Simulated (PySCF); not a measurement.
**Molecular orbitals of SiBi⁺**

r²SCAN at R = 2.619 Å; basis Si def2-SVPD, Bi def2-SVPD with ECP60; scalar-relativistic core potentials; PySCF 2.14. State: ³Σ⁻ (triplet), unpaired electrons π ↑↑. Only the outer orbitals are listed, counted within each symmetry, core potentials removing the inner ones.

| spin | orbital | occ. | ε (eV) | on Si (%) | main shells (%) |
| --- | --- | --- | --- | --- | --- |
| α | 7σ | 1 | -22.02 | 15 | 84 Bi s, 10 Si s |
| α | 8σ | 1 | -17.11 | 80 | 81 Si s, 12 Bi s |
| α | 4π | 1 | -11.86 | 33 | 65 Bi p, 30 Si p |
| α | 4π | 1 | -11.86 | 33 | 65 Bi p, 30 Si p |
| α | 9σ | 1 | -11.58 | 54 | 44 Bi p, 44 Si p, 10 Si s |
| α | 5π | 0 | -9.28 | 68 | 69 Si p, 32 Bi p |
| α | 5π | 0 | -9.28 | 68 | 69 Si p, 32 Bi p |
| α | 10σ | 0 | -5.86 | 54 | 51 Si p, 42 Bi p |
| β | 7σ | 1 | -20.79 | 17 | 82 Bi s, 12 Si s |
| β | 8σ | 1 | -16.26 | 79 | 79 Si s, 11 Bi s, 9 Bi p |
| β | 9σ | 1 | -11.26 | 58 | 51 Si p, 39 Bi p |
| β | 4π | 0 | -10.10 | 48 | 51 Bi p, 46 Si p |
| β | 4π | 0 | -10.10 | 48 | 51 Bi p, 46 Si p |
| β | 5π | 0 | -8.01 | 54 | 53 Si p, 45 Bi p |

Task: Which are the highest filled and the lowest empty level, where do they sit, and how wide is the gap?

Result: Highest filled β 9σ at -11.26 eV (in %: 51 Si p, 39 Bi p); lowest empty β 4π at -10.10 eV (in %: 51 Bi p, 46 Si p); the gap at r²SCAN is 1.16 eV.

| Property | Result |
| --- | --- |
| bond order (Mayer) | 1.88 |
| ⟨S²⟩ | 2.008 |
| charge on Si (Mulliken, basis-dependent) | 0.30 |
| charge on Si (Löwdin, basis-dependent) | 0.37 |
| dipole moment (positive dipole points towards Bi; it is taken about the centre of mass and depends on that origin) | -3.48 D |

These are scalar-relativistic numbers at best; spin–orbit coupling would shift them, the dissociation energy most. The state is the lowest determinant that a PBE0 search found; another state may lie lower at other levels.
